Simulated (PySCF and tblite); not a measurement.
The numbers below are computed, except where a source is named.
## Barrier and rate of a rotation

System: C3H7FSe2, numbered as in [CH3:1][CH2:2][Se:3][Se:4][CH2:5][F:6].

Motion: rotation about the Se3–Se4 bond (torsion C2–Se3–Se4–C5 from -85° to 94°, rising). Geometries: GFN2-xTB; energies: CAM-B3LYP/pcSseg-1 + D3(BJ); zero-point and thermal terms from GFN2-xTB harmonic modes (soft modes blended into free rotors). Rate constants are transition-state-theory values, counting equivalent paths, without tunnelling. Run with tblite and PySCF.

```csv
point,symmetry,E(GFN2) kcal/mol,E(DFT) kcal/mol,ZPE change kcal/mol,lowest mode cm⁻¹,dipole D
start,C1,0.0,0.0,0.00,34,0.51
saddle,C1,6.9,8.7,0.08,63i,2.38
end,C1,1.2,1.8,-0.09,27,3.04
```

```
Electronic barrier                                      : 8.7 kcal/mol
Barrier with zero-point energy                          : 8.8 kcal/mol
ΔH‡ (298 K)                                             : 8.2 kcal/mol
ΔS‡ (298 K, symmetry apart)                             : -4.6 cal/(mol K)
Paths                                                   : 1 equivalent path
End point                                               : a different minimum
Mean lifetime of the start against this motion at 298 K : 1.6 µs
Cost                                                    : 120 s on 1 thread of Arm Neoverse V2 (shared host) (rough), peak memory 0.95 GiB, launched as `OMP_NUM_THREADS=1 python ens_run.py task.json out`
```

```tsv
T/K	ΔG‡ kcal/mol	k s⁻¹	ΔG kcal/mol	k back s⁻¹
150	9.1	0.17	1.7	46
200	9.2	331	1.6	2×10⁴
250	9.4	3.2×10⁴	1.6	8.2×10⁵
298	9.5	6.3×10⁵	1.6	9.1×10⁶
350	9.7	6.3×10⁶	1.6	5.9×10⁷
400	9.9	3.4×10⁷	1.5	2.3×10⁸
500	10.2	3.6×10⁸	1.5	1.6×10⁹
```

ΔG and ΔG‡ leave out symmetry numbers and mirror images; rates count paths: 1 out, 1 back.

Spin–orbit effects of heavy atoms on shieldings are missing.
